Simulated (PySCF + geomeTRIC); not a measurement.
Level of theory: BP86-D3(BJ)/def2-SVP in PySCF + geomeTRIC. fastk is a local helper that only speeds up exchange builds. No frequencies were computed at this level.

```python
import json, numpy as np
from pyscf import gto, dft
from fastk import lowrank_exchange
atoms = """
Mo    -0.025218    -0.065055     0.038911
N      0.258320    -1.678084     1.099347
H      1.086497    -1.956290     1.620579
H     -0.366570    -2.479726     1.104871
N      1.417844     0.564309     1.191901
H      1.705791     0.206247     2.099542
H      1.934242     1.427828     1.047585
N      0.321167     1.469633    -1.115434
H     -0.061321     2.399480    -0.966026
H      1.002782     1.557091    -1.865552
N      0.821152    -0.982527    -1.460773
H      1.127660    -1.951562    -1.443300
H      0.909056    -0.671551    -2.425403
N     -1.243894     1.065550     1.060577
H     -0.956692     1.692766     1.807074
H     -2.225609     1.263298     0.881520
N     -1.725355    -0.826336    -0.542481
H     -2.629835    -0.785900    -0.078514
H     -1.828847    -1.477656    -1.315897
"""
def scf(charge, spin, dm0=None):
    mol = gto.M(atom=atoms, basis='def2-svp', ecp={'Mo': 'def2-svp'}, charge=charge, spin=spin, verbose=3, max_memory=3360)
    mf = dft.KS(mol, xc='bp86').density_fit(auxbasis="def2-universal-jkfit")
    mf.disp = 'd3bj'
    mf.grids.level = 3
    mf.conv_tol = 1e-8
    mf.max_cycle = 120
    mf.level_shift = 0.25
    mf.kernel(dm0)
    if not mf.converged:
        mf = mf.newton().run(mf.mo_coeff, mf.mo_occ).undo_soscf()
    return mf
mf = scf(0, 0)
from pyscf.geomopt.geometric_solver import kernel as optimize
path = []
done, mol = optimize(mf, maxsteps=120, assert_convergence=False, callback=lambda env: path.append((env["energy"], bool(env["g_scanner"].converged))))
res = dict(converged=bool(done and path[-1][1]), energy=path[-1][0], path=[e for e, c in path], xyz=mol.atom_coords(unit="Angstrom").tolist(), nao=mol.nao)
json.dump(res, open("result.json", "w"))
```

Output:

```
converged SCF energy = -403.89971074713
Geometry optimization cycle 1
converged SCF energy = -403.899710741847
cycle 1: E = -403.899710742  dE = -403.9  norm(grad) = 0.0703569
Geometry optimization cycle 2
converged SCF energy = -403.908321602066
cycle 2: E = -403.908321602  dE = -0.00861086  norm(grad) = 0.0280007
Geometry optimization cycle 3
converged SCF energy = -403.911438545243
cycle 3: E = -403.911438545  dE = -0.00311694  norm(grad) = 0.0107754
Geometry optimization cycle 4
converged SCF energy = -403.910762543916
cycle 4: E = -403.910762544  dE = 0.000676001  norm(grad) = 0.030937
Geometry optimization cycle 5
converged SCF energy = -403.913503254842
cycle 5: E = -403.913503255  dE = -0.00274071  norm(grad) = 0.00558011
Geometry optimization cycle 6
converged SCF energy = -403.913756997153
cycle 6: E = -403.913756997  dE = -0.000253742  norm(grad) = 0.00341479
Geometry optimization cycle 7
converged SCF energy = -403.914041540808
cycle 7: E = -403.914041541  dE = -0.000284544  norm(grad) = 0.0032568
Geometry optimization cycle 8
converged SCF energy = -403.914094393688
cycle 8: E = -403.914094394  dE = -5.28529e-05  norm(grad) = 0.00258024
Geometry optimization cycle 9
converged SCF energy = -403.914122918561
cycle 9: E = -403.914122919  dE = -2.85249e-05  norm(grad) = 0.00234272
Geometry optimization cycle 10
converged SCF energy = -403.914155305662
cycle 10: E = -403.914155306  dE = -3.23871e-05  norm(grad) = 0.00162049
Geometry optimization cycle 11
converged SCF energy = -403.914182343542
cycle 11: E = -403.914182344  dE = -2.70379e-05  norm(grad) = 0.00104622
Geometry optimization cycle 12
converged SCF energy = -403.914187450279
cycle 12: E = -403.91418745  dE = -5.10674e-06  norm(grad) = 0.000730626
Geometry optimization cycle 13
converged SCF energy = -403.914190354063
cycle 13: E = -403.914190354  dE = -2.90378e-06  norm(grad) = 0.000239428
Geometry optimization cycle 14
converged SCF energy = -403.914190338739
cycle 14: E = -403.914190339  dE = 1.53238e-08  norm(grad) = 0.000235812
Geometry optimization cycle 15
converged SCF energy = -403.914190298713
cycle 15: E = -403.914190299  dE = 4.0026e-08  norm(grad) = 0.000237533
<class 'geometric.internal.Distance'> : 18
<class 'geometric.internal.Angle'> : 18
<class 'geometric.internal.OutOfPlane'> : 18
<class 'geometric.internal.Dihedral'> : 60
<class 'geometric.internal.TranslationX'> : 1
<class 'geometric.internal.TranslationY'> : 1
<class 'geometric.internal.TranslationZ'> : 1
<class 'geometric.internal.RotationA'> : 1
<class 'geometric.internal.RotationB'> : 1
<class 'geometric.internal.RotationC'> : 1
Step    0 : Gradient = 1.614e-02/2.509e-02 (rms/max) Energy = -403.8997107418
Step    1 : Displace = 9.542e-02/1.357e-01 (rms/max) Trust = 1.000e-01 (=) Grad = 6.424e-03/1.103e-02 (rms/max) E (change) = -403.9083216021 (-8.611e-03) Quality = 0.505
Step    2 : Displace = 8.162e-02/1.226e-01 (rms/max) Trust = 1.000e-01 (=) Grad = 2.472e-03/4.766e-03 (rms/max) E (change) = -403.9114385452 (-3.117e-03) Quality = 0.850
Step    3 : Displace = 1.032e-01/1.650e-01 (rms/max) Trust = 1.414e-01 (+) Grad = 7.097e-03/1.353e-02 (rms/max) E (change) = -403.9107625439 (+6.760e-04) Quality = -0.220
Step    4 : Displace = 5.351e-02/8.160e-02 (rms/max) Trust = 5.159e-02 (-) Grad = 1.280e-03/2.224e-03 (rms/max) E (change) = -403.9135032548 (-2.741e-03) Quality = 0.956
Step    5 : Displace = 2.665e-02/4.933e-02 (rms/max) Trust = 7.297e-02 (+) Grad = 7.834e-04/1.547e-03 (rms/max) E (change) = -403.9137569972 (-2.537e-04) Quality = 0.960
Step    6 : Displace = 3.813e-02/5.907e-02 (rms/max) Trust = 1.032e-01 (+) Grad = 7.472e-04/1.365e-03 (rms/max) E (change) = -403.9140415408 (-2.845e-04) Quality = 1.245
Step    7 : Displace = 1.993e-02/3.075e-02 (rms/max) Trust = 1.459e-01 (+) Grad = 5.919e-04/1.234e-03 (rms/max) E (change) = -403.9140943937 (-5.285e-05) Quality = 0.893
Step    8 : Displace = 1.348e-02/2.284e-02 (rms/max) Trust = 2.064e-01 (+) Grad = 5.375e-04/1.047e-03 (rms/max) E (change) = -403.9141229186 (-2.852e-05) Quality = 0.750
Step    9 : Displace = 5.406e-03/8.252e-03 (rms/max) Trust = 2.919e-01 (+) Grad = 3.718e-04/7.670e-04 (rms/max) E (change) = -403.9141553057 (-3.239e-05) Quality = 1.570
Step   10 : Displace = 6.184e-03/1.042e-02 (rms/max) Trust = 3.000e-01 (+) Grad = 2.400e-04/4.974e-04 (rms/max) E (change) = -403.9141823435 (-2.704e-05) Quality = 1.143
Step   11 : Displace = 2.086e-03/3.108e-03 (rms/max) Trust = 3.000e-01 (=) Grad = 1.676e-04/3.768e-04 (rms/max) E (change) = -403.9141874503 (-5.107e-06) Quality = 1.234
Step   12 : Displace = 2.953e-03/5.104e-03 (rms/max) Trust = 3.000e-01 (=) Grad = 5.493e-05/1.355e-04 (rms/max) E (change) = -403.9141903541 (-2.904e-06) Quality = 0.731
Step   13 : Displace = 1.152e-03/2.090e-03 (rms/max) Trust = 3.000e-01 (=) Grad = 5.410e-05/1.044e-04 (rms/max) E (change) = -403.9141903387 (+1.532e-08) Quality = -0.021
Step   14 : Displace = 5.803e-04/9.848e-04 (rms/max) Trust = 5.760e-04 (-) Grad = 5.449e-05/1.045e-04 (rms/max) E (change) = -403.9141902987 (+4.003e-08) Quality = -0.041
Converged! =D
```

Cost: around 12 core-minutes (rough).
